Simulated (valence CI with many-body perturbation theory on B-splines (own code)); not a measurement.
## E1 line list for Lu⁵⁶⁺

Computed by configuration interaction combined with many-body perturbation theory (CI+MBPT): five valence electrons over a frozen Dirac-Fock core [Ne], radial functions for each j: 11 s, 11 p, 10 d, 8 f, 5 g, 2 h, with the one-electron correlation potential Σ1, the two-electron term Σ2, the three-electron term Σ3, Breit, model QED; selected CI, second order for the rest, scaled by the run's own slope (own B-spline code, finite nucleus).

No measured spectrum was set against this ion. As an estimate, large intervals hold to a few tenths of a per cent, small ones and those within an open d or f shell to about a per cent. Among the levels kept, up to 3000 cm⁻¹ of a level comes from second order outside the variational space, and about a tenth of that is noise between levels of different J, which matters for small intervals.

Lines 51 to 100 of 555 in falling wavelength, among levels below 87.038 Ry, chosen from the strongest by gf and those to the six lowest levels. Wavelengths and rates use the calculated energies. Electric multipoles are in the length gauge, E1 and E2 with the static RPA response of the core. Weak lines are less certain than strong ones. Lines between different terms over intervals too small for the method are left out, as are lines whose strength nearly cancels. The highest levels of a list are the least certain.

Levels are named by their leading jj configuration (3d3/2^4 stands for four electrons in 3d with j = 3/2), which in mixed levels can hold well under half, so a name can repeat and another be missing. Letters in brackets count levels of one name in rising energy.

```csv
λ vac (Å),Upper,Lower,A (s⁻¹),S (a.u.) with core polarisation,S without
70.37,(3s 3p1/2 3p3/2^2 3d5/2) J=3/2 [c],(3s^2 3p3/2^2 3d5/2) J=5/2 [a],1.78e+10,1.22e-02,1.24e-02
70.31,(3s 3p1/2^2 3d5/2^2) J=7/2,(3s^2 3p1/2 3d5/2^2) J=9/2,3.62e+10,4.96e-02,5.04e-02
70.05,(3p1/2^2 3p3/2^2 3d3/2) J=3/2 [b],(3s 3p1/2 3p3/2^2 3d3/2) J=5/2 [d],1.89e+10,1.28e-02,1.31e-02
69.83,(3s 3p1/2^2 3d5/2^2) J=7/2,(3s^2 3p1/2 3d5/2^2) J=7/2,1.34e+10,1.80e-02,1.83e-02
69.45,(3s 3p1/2 3p3/2^2 3d5/2) J=5/2 [f],(3s^2 3p3/2^2 3d5/2) J=5/2 [b],1.84e+10,1.83e-02,1.86e-02
69.29,(3s 3p1/2^2 3p3/2 3d5/2) J=5/2 [b],(3s^2 3p1/2 3p3/2 3d5/2) J=7/2 [b],3.32e+10,3.27e-02,3.32e-02
69.03,(3s 3p1/2^2 3p3/2 3d5/2) J=5/2 [b],(3s^2 3p1/2 3p3/2 3d5/2) J=5/2 [b],1.35e+10,1.31e-02,1.33e-02
68.81,(3s 3p1/2 3p3/2^2 3d5/2) J=7/2 [b],(3s^2 3p3/2^2 3d5/2) J=7/2,1.54e+10,1.98e-02,2.02e-02
68.76,(3s 3p1/2 3p3/2^2 3d5/2) J=3/2 [e],(3s^2 3p3/2^2 3d5/2) J=5/2 [b],2.36e+10,1.51e-02,1.54e-02
68.65,(3s 3p1/2^2 3p3/2^2) J=3/2,(3s^2 3p1/2 3p3/2^2) J=5/2,3.14e+10,2.00e-02,2.04e-02
67.91,(3p1/2^2 3p3/2^2 3d3/2) J=3/2 [b],(3s 3p1/2 3p3/2^2 3d3/2) J=5/2 [c],2.59e+10,1.60e-02,1.62e-02
67.85,(3s 3p1/2^2 3d3/2 3d5/2) J=5/2 [b],(3s^2 3p1/2 3d3/2 3d5/2) J=7/2 [a],1.66e+10,1.53e-02,1.56e-02
67.08,(3s 3p1/2^2 3d3/2 3d5/2) J=3/2 [b],(3s^2 3p1/2 3d3/2 3d5/2) J=5/2 [a],1.78e+10,1.06e-02,1.08e-02
66.88,(3s 3p1/2 3p3/2^3) J=3/2 [b],(3s^2 3p3/2^3) J=3/2,2.11e+10,1.25e-02,1.27e-02
66.49,(3s 3p1/2^2 3d3/2^2) J=3/2,(3s 3p1/2^2 3p3/2 3d3/2) J=5/2 [b],2.52e+10,1.46e-02,1.48e-02
66.42,(3s 3p1/2 3p3/2 3d3/2^2) J=5/2 [b],(3s 3p1/2 3p3/2^2 3d3/2) J=7/2 [b],1.55e+10,1.35e-02,1.37e-02
65.90,(3s 3p1/2^2 3p3/2 3d3/2) J=5/2 [b],(3s^2 3p1/2 3p3/2 3d3/2) J=7/2,4.26e+10,3.61e-02,3.67e-02
65.79,(3s 3p1/2 3p3/2^2 3d5/2) J=7/2 [c],(3s^2 3p3/2^2 3d5/2) J=9/2,2.83e+10,3.18e-02,3.23e-02
65.78,(3s 3p1/2^2 3p3/2 3d3/2) J=3/2 [b],(3s^2 3p1/2 3p3/2 3d3/2) J=5/2 [a],2.24e+10,1.26e-02,1.28e-02
65.59,(3s 3p1/2^2 3p3/2 3d5/2) J=7/2 [b],(3s^2 3p1/2 3p3/2 3d5/2) J=9/2,3.50e+10,3.90e-02,3.96e-02
65.01,(3s 3p1/2 3p3/2^2 3d5/2) J=9/2 [c],(3s^2 3p3/2^2 3d5/2) J=9/2,2.53e+10,3.43e-02,3.49e-02
64.72,(3s 3p1/2 3p3/2^2 3d3/2) J=5/2 [e],(3s^2 3p3/2^2 3d3/2) J=7/2,3.05e+10,2.45e-02,2.49e-02
64.61,(3s 3p1/2^2 3p3/2^2) J=3/2,(3s^2 3p1/2 3p3/2^2) J=3/2,1.40e+10,7.47e-03,7.58e-03
64.42,(3p1/2^2 3p3/2^3) J=3/2,(3s 3p1/2 3p3/2^3) J=5/2,5.65e+10,2.98e-02,3.03e-02
64.37,(3s^2 3p1/2 3p3/2 3d3/2) J=1/2 [a],(3s^2 3p1/2 3p3/2^2) J=1/2,2.47e+09,6.49e-04,6.59e-04
64.34,(3s^2 3p1/2 3p3/2 3d3/2) J=3/2 [a],(3s^2 3p1/2 3p3/2^2) J=1/2,2.01e+09,1.06e-03,1.07e-03
64.15,(3s 3p1/2^2 3p3/2^2) J=1/2,(3s^2 3p1/2 3p3/2^2) J=3/2,2.47e+08,6.43e-05,6.51e-05
63.80,(3p1/2^2 3p3/2^2 3d3/2) J=7/2,(3s 3p1/2 3p3/2^2 3d3/2) J=9/2,5.61e+10,5.76e-02,5.85e-02
63.76,(3s 3p1/2 3p3/2^2 3d5/2) J=5/2 [c],(3s^2 3p3/2^2 3d5/2) J=7/2,1.53e+10,1.17e-02,1.19e-02
63.15,(3p1/2^2 3p3/2^2 3d3/2) J=3/2 [a],(3s 3p1/2 3p3/2^2 3d3/2) J=5/2 [a],2.66e+10,1.32e-02,1.34e-02
62.91,(3s 3p1/2 3p3/2^2 3d3/2) J=3/2 [f],(3s^2 3p3/2^2 3d3/2) J=5/2,2.06e+10,1.01e-02,1.03e-02
62.42,(3s 3p1/2 3p3/2 3d3/2^2) J=5/2 [a],(3s 3p1/2 3p3/2^2 3d3/2) J=7/2 [a],4.43e+10,3.19e-02,3.24e-02
61.76,(3s 3p1/2^2 3p3/2 3d3/2) J=1/2 [b],(3s^2 3p1/2 3p3/2 3d3/2) J=3/2 [a],4.31e+10,1.00e-02,1.02e-02
61.57,(3s 3p1/2^2 3p3/2 3d5/2) J=7/2 [b],(3s^2 3p1/2 3p3/2 3d5/2) J=7/2 [a],1.67e+10,1.54e-02,1.56e-02
61.27,(3s 3p1/2 3p3/2 3d3/2^2) J=7/2,(3s 3p1/2 3p3/2^2 3d3/2) J=9/2,1.90e+10,1.73e-02,1.76e-02
60.74,(3s^2 3p1/2 3p3/2 3d3/2) J=5/2 [a],(3s^2 3p1/2 3p3/2^2) J=5/2,5.38e+09,3.57e-03,3.62e-03
59.83,(3s^2 3p1/2 3p3/2 3d3/2) J=3/2 [a],(3s^2 3p1/2 3p3/2^2) J=5/2,1.43e+10,6.03e-03,6.12e-03
59.75,(3s 3p1/2^2 3d3/2^2) J=5/2,(3s 3p1/2^2 3p3/2 3d3/2) J=3/2 [b],1.48e+10,9.35e-03,9.49e-03
58.48,(3p1/2^2 3p3/2^2 3d3/2) J=1/2,(3p1/2^2 3p3/2^3) J=3/2,5.81e+10,1.15e-02,1.16e-02
57.44,(3s^2 3p1/2 3p3/2 3d3/2) J=7/2,(3s^2 3p1/2 3p3/2^2) J=5/2,8.40e+08,6.29e-04,6.38e-04
56.95,(3s^2 3p1/2^2 3d3/2) J=3/2,(3s^2 3p1/2^2 3p3/2) J=3/2,1.09e+10,3.98e-03,4.03e-03
56.76,(3s^2 3p1/2 3p3/2 3d3/2) J=1/2 [a],(3s^2 3p1/2 3p3/2^2) J=3/2,4.19e+09,7.56e-04,7.66e-04
56.74,(3s^2 3p1/2 3p3/2 3d3/2) J=3/2 [a],(3s^2 3p1/2 3p3/2^2) J=3/2,8.89e+08,3.21e-04,3.24e-04
56.20,(3s 3p1/2^2 3d3/2 3d5/2) J=7/2 [b],(3s 3p1/2^2 3p3/2 3d5/2) J=7/2 [b],1.28e+10,9.00e-03,9.13e-03
52.99,(3s^2 3p1/2 3d3/2 3d5/2) J=9/2,(3s^2 3p1/2 3p3/2 3d5/2) J=9/2,1.60e+10,1.17e-02,1.19e-02
52.32,(3s 3p1/2^2 3d3/2 3d5/2) J=7/2 [b],(3s 3p1/2^2 3p3/2 3d5/2) J=7/2 [a],1.62e+10,9.16e-03,9.29e-03
51.96,(3s^2 3p1/2 3p3/2 3d3/2) J=1/2 [b],(3s^2 3p1/2 3p3/2^2) J=1/2,4.53e+08,6.27e-05,6.43e-05
51.89,(3s^2 3p1/2 3p3/2 3d3/2) J=3/2 [b],(3s^2 3p1/2 3p3/2^2) J=1/2,8.11e+08,2.24e-04,2.27e-04
50.84,(3s^2 3p1/2 3p3/2 3d3/2) J=5/2 [b],(3s^2 3p1/2 3p3/2^2) J=5/2,2.71e+09,1.06e-03,1.07e-03
49.16,(3s 3p1/2^2 3d3/2 3d5/2) J=9/2,(3s 3p1/2^2 3p3/2 3d5/2) J=9/2,2.54e+10,1.49e-02,1.51e-02
```
